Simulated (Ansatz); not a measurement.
The same molecule with X = B, Al, Ga, In. Ansatz, PBE0-D4/def2-TZVP geometries, multiplicity 1. Each molecule was computed in one conformer, which needn't be the lowest.

Elements past krypton have def2 core potentials. Scalar relativity is left out up to krypton.

```json
{"X": "B", "molecule": "`O=C=NBCl`", "mean X–Cl bond length / Å": "1.751", "mean X–H bond length / Å": "1.188", "mean X–N bond length / Å": "1.405", "HOMO energy (B3LYP/def2-TZVPP) / eV": "-8.88", "HOMO–LUMO gap (PBE/def2-TZVPP) / eV": "4.92", "zero-point energy (PBE0-D4/def2-TZVP) / kJ/mol": "73.5"}
{"X": "Al", "molecule": "`O=C=[N][AlH][Cl]`", "mean X–Cl bond length / Å": "2.083", "mean X–H bond length / Å": "1.562", "mean X–N bond length / Å": "1.756", "HOMO energy (B3LYP/def2-TZVPP) / eV": "-8.64", "HOMO–LUMO gap (PBE/def2-TZVPP) / eV": "5.18", "zero-point energy (PBE0-D4/def2-TZVP) / kJ/mol": "58.7"}
{"X": "Ga", "molecule": "`O=C=[N][GaH][Cl]`", "mean X–Cl bond length / Å": "2.132", "mean X–H bond length / Å": "1.540", "mean X–N bond length / Å": "1.824", "HOMO energy (B3LYP/def2-TZVPP) / eV": "-8.57", "HOMO–LUMO gap (PBE/def2-TZVPP) / eV": "4.84", "zero-point energy (PBE0-D4/def2-TZVP) / kJ/mol": "57.1"}
```

Problem. Give the row for X = In, `O=C=[N][InH][Cl]`. (Estimate.)

Solution. The calculation gave: 
```tsv
X	molecule	mean X–Cl bond length / Å	mean X–H bond length / Å	mean X–N bond length / Å	HOMO energy (B3LYP/def2-TZVPP) / eV	HOMO–LUMO gap (PBE/def2-TZVPP) / eV	zero-point energy (PBE0-D4/def2-TZVP) / kJ/mol
In	`O=C=[N][InH][Cl]`	2.315	1.687	2.019	-8.31	4.45	53.4
```

From B to In the mean X–Cl bond length rises at each step, by 0.564 Å in all; the mean X–H bond length isn't monotonic: highest at In, lowest at B; the mean X–N bond length rises at each step, by 0.614 Å in all; the HOMO energy (B3LYP/def2-TZVPP) rises at each step, by 0.57 eV in all; the HOMO–LUMO gap (PBE/def2-TZVPP) isn't monotonic: highest at Al, lowest at In; the zero-point energy (PBE0-D4/def2-TZVP) falls at each step, by 20.1 kJ/mol in all. Bonds lengthen as the atom grows down the group.

B3LYP here is the variant with VWN-RPA as its local correlation; programs differ in this.
